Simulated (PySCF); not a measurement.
# Two-component Hartree-Fock for Sb⁺ (antimony, charge +1)

Start: [Kr] 4d10 5s2 5p2; 5p1/2 filled at m_j = -1/2, +1/2. Calculated with PySCF 2.14 in x2c-TZVPPall-2c with one added diffuse shell each of s, p, d, f type (9s10p6d3f, 90 functions): generalised Hartree-Fock with the X2C-1e Hamiltonian and a Gaussian nucleus; spin-orbit coupling (SO) screened by Boettger's factors.

```csv
spinor shell,electrons,"ε, screened SO (eV)",weight of nominal j (screened SO),"rms radius, screened SO (bohr)"
1s1/2,2,-30649.7,1.000,0.0325
2s1/2,2,-4766.0,1.000,0.133
2p1/2,2,-4448.1,1.000,0.115
3s1/2,2,-981.87,1.000,0.352
3p1/2,2,-850.60,1.000,0.345
3p3/2,4,-802.01,1.000,0.356
3d3/2,4,-572.14,1.000,0.329
3d5/2,6,-562.26,1.000,0.332
4s1/2,2,-184.69,1.000,0.843
4p1/2,2,-138.21,1.000,0.892
4p3/2,4,-128.87,1.000,0.923
4d3/2,4,-53.349,1.000,1.11
4d5/2,6,-51.862,1.000,1.11
5s1/2,2,-24.415,1.000,2.36
5p1/2,2,-15.742,1.000,2.85
```

Problem. Where does 2p3/2 lie, and what is the 2p spin-orbit splitting (screened SO)?

Solution. At -4193.7 eV, 254.33 eV above 2p1/2.

```
   quantity  screened SO
E (hartree)  -6478.50208
        M_J            0
       ⟨J²⟩        0.000
       ⟨L²⟩        1.351
       ⟨S²⟩        1.351
```

Breit and QED terms are absent; they matter most for the inner s and p1/2 levels.

Densities and radii are taken from the X2C orbitals without a picture-change correction, which distorts them close to the nucleus.
